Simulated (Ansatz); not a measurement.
Basis sets compared for Ge19H28, a nanocrystal cut from cubic germanium. Charge 0, multiplicity 1. Geometry PBE-D4/def2-SVP. Ansatz on 11 threads of AMD EPYC 7R13 on a shared host and a whole NVIDIA H100 80GB HBM3; times are rough, and most runs start from earlier orbitals.

Cartesian coordinates in Å:
```
Ge -0.712 3.964 1.290
Ge -3.738 1.432 1.364
Ge 2.468 3.249 -1.112
Ge -0.569 0.654 -0.947
Ge 2.540 0.022 -3.381
Ge 2.937 -0.376 0.629
Ge -0.565 -2.575 -3.307
Ge -0.203 0.329 3.002
Ge -0.130 -2.941 0.702
Ge -3.664 -1.878 -0.967
Ge 1.653 4.425 0.873
Ge -1.294 1.582 1.203
Ge -4.621 -0.824 1.022
Ge 2.237 0.465 2.822
Ge 1.861 0.873 -1.182
Ge -1.221 -1.704 -1.109
Ge 1.804 -2.267 -3.832
Ge 2.308 -2.744 0.566
Ge -0.772 -2.052 2.894
H -1.133 4.551 2.671
H -1.555 4.690 0.199
H -4.336 2.364 0.268
H -4.202 1.980 2.747
H 1.849 3.926 -2.372
H 4.015 3.394 -1.218
H -1.262 1.449 -2.101
H 1.915 0.960 -4.457
H 4.089 0.120 -3.520
H 4.486 -0.240 0.485
H -1.408 -1.819 -4.378
H -0.939 -4.085 -3.401
H -0.661 0.917 4.374
H -0.542 -4.444 0.605
H -4.255 -1.177 -2.227
H -4.083 -3.378 -1.027
H 1.848 5.958 0.675
H 2.492 4.000 2.110
H -6.170 -0.748 0.866
H -4.316 -1.697 2.271
H 2.737 1.918 3.051
H 2.867 -0.439 3.925
H 2.656 -3.261 -2.996
H 2.041 -2.593 -5.337
H 2.857 -3.437 -0.713
H 2.934 -3.457 1.804
H -2.284 -2.281 3.172
H 0.037 -2.806 3.992
```

The 6-31G sets use Cartesian d functions. Single mean-field runs in 6-31G, def2-SVP, def2-TZVP are fitted with def2-universal-jkfit.

Binding counts from free atoms (Ge triplet, H doublet) in the same basis, without a counterpoise term.

```tsv
level	functions	energy (Eh)	HOMO (eV)	LUMO (eV)	binding per atom (eV)	wall time
HF/STO-3G	370	-39000.6248	-6.51	8.09	3.75	3 s
HF/6-31G	607	-39442.0156	-8.76	1.73	1.89	3.9 s
PBE-D4/def2-SVP	748	-39469.4224	-5.97	-1.87	2.88	4.1 s
PBE0-D4/def2-SVP	748	-39470.4987	-6.89	-1.18	2.89	6 s
```

**Question.** Estimate the rows for HF/def2-TZVP (with forces), PBE-D4/def2-TZVP, PBE0-D4/def2-TZVP (with forces).

**Answer.** 
```json
{"level": "HF/def2-TZVP (with forces)", "functions": "1080", "energy (Eh)": "-39448.6096", "HOMO (eV)": "-8.87", "LUMO (eV)": "1.79", "binding per atom (eV)": "2.04", "wall time": "13 s"}
{"level": "PBE-D4/def2-TZVP", "functions": "1080", "energy (Eh)": "-39474.4028", "HOMO (eV)": "-6.00", "LUMO (eV)": "-1.95", "binding per atom (eV)": "2.88", "wall time": "6.5 s"}
{"level": "PBE0-D4/def2-TZVP (with forces)", "functions": "1080", "energy (Eh)": "-39475.4598", "HOMO (eV)": "-6.88", "LUMO (eV)": "-1.24", "binding per atom (eV)": "2.88", "wall time": "15 s"}
```
